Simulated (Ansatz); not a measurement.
# Nudged elastic band run: CH₆FNOSSi

input.yaml

```yaml
crystal:
  periodic: [false, false, false]
  atoms:
    - { symbol: "N", position_ang: [-0.805164, -0.68663, -1.060621] }
    - { symbol: C, position_ang: [0.07221, -0.662183, 0.269829] }
    - { symbol: F, position_ang: [1.006459, -1.730033, 0.216988] }
    - { symbol: S, position_ang: [-1.168633, -0.898835, 1.672219] }
    - { symbol: Si, position_ang: [0.854456, 1.143588, 0.13483] }
    - { symbol: O, position_ang: [-0.156543, 1.908437, -1.024576] }
    - { symbol: H, position_ang: [-0.20695, -1.254628, -1.749455] }
    - { symbol: H, position_ang: [-1.63817, -1.340337, -0.882927] }
    - { symbol: H, position_ang: [-0.316533, -0.402548, 2.631911] }
    - { symbol: H, position_ang: [2.259352, 1.009083, -0.274008] }
    - { symbol: H, position_ang: [0.859145, 1.824149, 1.431103] }
    - { symbol: H, position_ang: [-0.682528, 1.034635, -1.331391] }
basis:
  gaussian: { orbitals: STO-3G }
hamiltonian:
  xc: blyp
neb:
  order_check: false
  images: 7
  f_tol: 0.05
  max_iterations: 45
  final_atoms:
    - { symbol: "N", position_ang: [-0.80405723, -0.64417001, -0.85198661] }
    - { symbol: C, position_ang: [0.19057714, -0.48151524, 0.39816321] }
    - { symbol: F, position_ang: [1.10659927, -1.56318558, 0.35279082] }
    - { symbol: S, position_ang: [-0.79259126, -0.47735874, 1.9960631] }
    - { symbol: Si, position_ang: [0.94806372, 1.29866454, 0.01380366] }
    - { symbol: O, position_ang: [-0.08553446, 1.90025548, -1.21944924] }
    - { symbol: H, position_ang: [-0.31681984, -1.37418163, -1.47352503] }
    - { symbol: H, position_ang: [-1.67217406, -1.16936821, -0.50120105] }
    - { symbol: H, position_ang: [-1.17398175, -1.79815564, 1.8727042] }
    - { symbol: H, position_ang: [2.34636276, 1.11762068, -0.39558877] }
    - { symbol: H, position_ang: [0.96566722, 2.13656692, 1.21473821] }
    - { symbol: H, position_ang: [-0.63501052, 0.99952544, -1.37261051] }
  initial_path:
    images:
      - { positions_ang: [[-0.805164, -0.68663, -1.060621], [0.07221, -0.662183, 0.269829], [1.006459, -1.730033, 0.216988], [-1.168633, -0.898835, 1.672219], [0.854456, 1.143588, 0.13483], [-0.156543, 1.908437, -1.024576], [-0.20695, -1.254628, -1.749455], [-1.63817, -1.340337, -0.882927], [-0.316533, -0.402548, 2.631911], [2.259352, 1.009083, -0.274008], [0.859145, 1.824149, 1.431103], [-0.682528, 1.034635, -1.331391]] }
      - { positions_ang: [[-0.76879774, -0.79367398, -1.04202566], [0.06652082, -0.68808618, 0.255352], [0.99981881, -1.7259213, 0.23765272], [-1.1170469, -0.89048821, 1.6625229], [0.85242331, 1.09202667, 0.12736349], [-0.17056238, 1.97385069, -0.8514148], [-0.15693353, -1.2747958, -1.73780615], [-1.52313651, -1.48310599, -0.85890193], [-0.54537508, -0.19617581, 2.43681553], [2.18105677, 0.9924583, -0.42081815], [1.00800547, 1.70014553, 1.43432849], [-0.74887205, 1.23846408, -1.20916643]] }
      - { positions_ang: [[-0.73243147, -0.90071797, -1.02343031], [0.06083164, -0.71398936, 0.24087499], [0.99317863, -1.72180959, 0.25831744], [-1.0654608, -0.88214141, 1.6528268], [0.85039061, 1.04046535, 0.11989699], [-0.18458177, 2.03926438, -0.67825361], [-0.10691705, -1.29496361, -1.7261573], [-1.40810302, -1.62587499, -0.83487687], [-0.77421716, 0.01019638, 2.24172006], [2.10276154, 0.9758336, -0.5676283], [1.15686594, 1.57614207, 1.43755397], [-0.81521609, 1.44229317, -1.08694186]] }
      - { positions_ang: [[-0.69606521, -1.00776195, -1.00483497], [0.05514246, -0.73989255, 0.22639799], [0.98653844, -1.71769789, 0.27898216], [-1.0138747, -0.87379462, 1.6431307], [0.84835792, 0.98890402, 0.11243048], [-0.19860115, 2.10467808, -0.50509241], [-0.05690058, -1.31513141, -1.71450846], [-1.29306953, -1.76864398, -0.8108518], [-1.00305924, 0.21656856, 2.04662459], [2.02446631, 0.95920889, -0.71443845], [1.30572641, 1.4521386, 1.44077946], [-0.88156014, 1.64612225, -0.96471728]] }
      - { positions_ang: [[-0.65969894, -1.11480594, -0.98623962], [0.04945329, -0.76579573, 0.21192098], [0.97989825, -1.71358618, 0.29964689], [-0.9622886, -0.86544783, 1.6334346], [0.84632523, 0.93734269, 0.10496397], [-0.21262054, 2.17009177, -0.33193122], [-0.0068841, -1.33529922, -1.70285961], [-1.17803604, -1.91141298, -0.78682674], [-1.23190132, 0.42294075, 1.85152912], [1.94617108, 0.94258419, -0.86124861], [1.45458688, 1.32813513, 1.44400495], [-0.94790418, 1.84995133, -0.84249271]] }
      - { positions_ang: [[-0.69578852, -0.99714696, -0.95267637], [0.08473425, -0.69472561, 0.25848154], [1.01157351, -1.67598603, 0.31293287], [-0.91986427, -0.76842556, 1.72409172], [0.87175985, 1.02767316, 0.0821739], [-0.18084902, 2.10263269, -0.55381072], [-0.08436804, -1.34501982, -1.64552596], [-1.30157054, -1.72590179, -0.71542031], [-1.21742143, -0.13233335, 1.85682289], [2.046219, 0.98634332, -0.74483365], [1.33235696, 1.53024308, 1.38668826], [-0.86968077, 1.63734486, -0.97502216]] }
      - { positions_ang: [[-0.73187809, -0.87948797, -0.91911312], [0.12001522, -0.62365549, 0.3050421], [1.04324876, -1.63838588, 0.32621885], [-0.87743993, -0.67140329, 1.81474885], [0.89719448, 1.11800362, 0.05938382], [-0.1490775, 2.03517362, -0.77569023], [-0.16185197, -1.35474043, -1.58819232], [-1.42510505, -1.54039059, -0.64401389], [-1.20294153, -0.68760744, 1.86211666], [2.14626692, 1.03010244, -0.62841869], [1.21012705, 1.73235103, 1.32937158], [-0.79145735, 1.42473838, -1.10755161]] }
      - { positions_ang: [[-0.76796766, -0.76182899, -0.88554987], [0.15529618, -0.55258537, 0.35160265], [1.07492402, -1.60078573, 0.33950484], [-0.83501559, -0.57438102, 1.90540598], [0.9226291, 1.20833408, 0.03659374], [-0.11730598, 1.96771455, -0.99756974], [-0.2393359, -1.36446103, -1.53085867], [-1.54863956, -1.3548794, -0.57260747], [-1.18846164, -1.24288154, 1.86741043], [2.24631484, 1.07386156, -0.51200373], [1.08789713, 1.93445897, 1.27205489], [-0.71323394, 1.21213191, -1.24008106]] }
      - { positions_ang: [[-0.80405723, -0.64417001, -0.85198661], [0.19057714, -0.48151524, 0.39816321], [1.10659927, -1.56318558, 0.35279082], [-0.79259126, -0.47735874, 1.9960631], [0.94806372, 1.29866454, 0.01380366], [-0.08553446, 1.90025548, -1.21944924], [-0.31681984, -1.37418163, -1.47352503], [-1.67217406, -1.16936821, -0.50120105], [-1.17398175, -1.79815564, 1.8727042], [2.34636276, 1.11762068, -0.39558877], [0.96566722, 2.13656692, 1.21473821], [-0.63501052, 0.99952544, -1.37261051]] }
```

Command:

```bash
$ ansatz run input.yaml --threads 1 --pin off --max-ram 2048MiB --backend cpu --events-out ev --progress --plain --runs-dir out
```

Output, in part (warnings, iteration lines, the closing report on the highest movable image, with atoms numbered from 0):

```
NEB end point (image 0): max|allowed force component| = 1.401e-2 eV/Å (the criterion of neb.relax_end_points is 1.000e-2)
NEB end point (image 8): max|allowed force component| = 9.936e-3 eV/Å (the criterion of neb.relax_end_points is 1.000e-2)
NEB iter   1: max|band force component| = 9.613e2 eV/Å  barrier→ = 165.9892 eV  barrier← = 166.0171 eV  Δτ_max = 0.1995 Å  (214 SCF iters)
NEB iter   2: max|band force component| = 2.936e2 eV/Å  barrier→ = 60.5431 eV  barrier← = 60.5711 eV  Δτ_max = 0.2000 Å  (193 SCF iters)
NEB iter   3: max|band force component| = 1.935e2 eV/Å  barrier→ = 39.7895 eV  barrier← = 39.8175 eV  Δτ_max = 0.1994 Å  (193 SCF iters)
NEB iter   4: max|band force component| = 8.530e1 eV/Å  barrier→ = 16.8933 eV  barrier← = 16.9212 eV  Δτ_max = 0.1987 Å  (197 SCF iters)
NEB iter   5: max|band force component| = 3.867e1 eV/Å  barrier→ = 7.0546 eV  barrier← = 7.0826 eV  Δτ_max = 0.2000 Å  (196 SCF iters)
NEB iter   6: max|band force component| = 1.693e1 eV/Å  barrier→ = 3.1136 eV  barrier← = 3.1415 eV  Δτ_max = 0.1930 Å  (194 SCF iters)
NEB iter   7: max|band force component| = 7.072e0 eV/Å  barrier→ = 1.6957 eV  barrier← = 1.7237 eV  Δτ_max = 0.1928 Å  (188 SCF iters)
NEB iter   8: max|band force component| = 5.970e0 eV/Å  barrier→ = 1.7524 eV  barrier← = 1.7804 eV  Δτ_max = 0.0960 Å  (194 SCF iters)
NEB iter   9: max|band force component| = 3.864e0 eV/Å  barrier→ = 0.9745 eV  barrier← = 1.0025 eV  Δτ_max = 0.0999 Å  (186 SCF iters)
NEB iter  10: max|band force component| = 1.648e0 eV/Å  barrier→ = 0.3036 eV  barrier← = 0.3316 eV  Δτ_max = 0.1990 Å  (182 SCF iters)
NEB iter  11: max|band force component| = 7.417e-1 eV/Å  barrier→ = 0.1422 eV  barrier← = 0.1702 eV  Δτ_max = 0.1496 Å  (181 SCF iters)
NEB iter  12: max|band force component| = 1.906e-1 eV/Å  barrier→ = 0.1282 eV  barrier← = 0.1561 eV  CI = image 5  Δτ_max = 0.0850 Å  (184 SCF iters)
NEB iter  13: max|band force component| = 1.590e-1 eV/Å  barrier→ = 0.1268 eV  barrier← = 0.1548 eV  CI = image 5  Δτ_max = 0.0526 Å  (184 SCF iters)
NEB iter  14: max|band force component| = 3.200e-2 eV/Å  barrier→ = 0.1260 eV  barrier← = 0.1540 eV  CI = image 5  Δτ_max = 0.0000 Å  (358 SCF iters)
Total energy: -25784.04865464 eV, -947.5463110020 hartree
Atom 0 at    -0.810490    -0.667003    -0.788200 Å, force    -0.002996    -0.002838    -0.007274 eV/Å
Atom 1 at     0.272642    -0.650471     0.374468 Å, force     0.003342    -0.010791     0.011179 eV/Å
Atom 2 at     1.147776    -1.756640     0.239540 Å, force     0.010701     0.004229    -0.005223 eV/Å
Atom 3 at    -0.658565    -0.774993     2.032236 Å, force    -0.010189     0.013311    -0.025673 eV/Å
Atom 4 at     1.061776     1.125325     0.065200 Å, force     0.009166     0.013642     0.029966 eV/Å
Atom 5 at    -0.233851     1.985853    -0.679044 Å, force     0.010390     0.013069    -0.008346 eV/Å
Atom 6 at    -0.263706    -1.047690    -1.633259 Å, force     0.002683    -0.010049    -0.009533 eV/Å
Atom 7 at    -1.480447    -1.481592    -0.577746 Å, force    -0.012895    -0.009435    -0.011980 eV/Å
Atom 8 at    -1.896991    -0.659971     1.443720 Å, force    -0.000406    -0.006087     0.026619 eV/Å
Atom 9 at     2.245983     0.959621    -0.790039 Å, force     0.000384    -0.010018    -0.005008 eV/Å
Atom 10 at     1.509269     1.767401     1.299050 Å, force    -0.002653     0.006459    -0.009853 eV/Å
Atom 11 at    -0.816294     1.144857    -0.952023 Å, force    -0.007527    -0.001492     0.015128 eV/Å
Dipole moment:    -0.093960    -0.469676    -0.155068 e Å
```

The run converged. A vibrational analysis at the climbing image gives one clearly imaginary mode, 236i cm⁻¹: a first-order saddle point. Limits of this set-up: minimal basis.

Final band (atoms are numbered from 1 in the order of the input):

```
image  path coordinate (Å)  energy (eV)  dihedral F3–C2–S4–H9 (°)
    0                 0.00        0.000                        82
    1                 0.65        0.014                       117
    2                 1.30        0.029                       149
    3                 1.95        0.041                       171
    4                 2.59        0.082                      -161
    5                 3.24        0.126                      -126
    6                 3.92        0.046                       -89
    7                 4.60       -0.019                       -61
    8                 5.28       -0.028                       -51
```

The run took 4.4 min on 1 thread of Arm Neoverse V2 (shared host), peak memory 0.1 GiB.
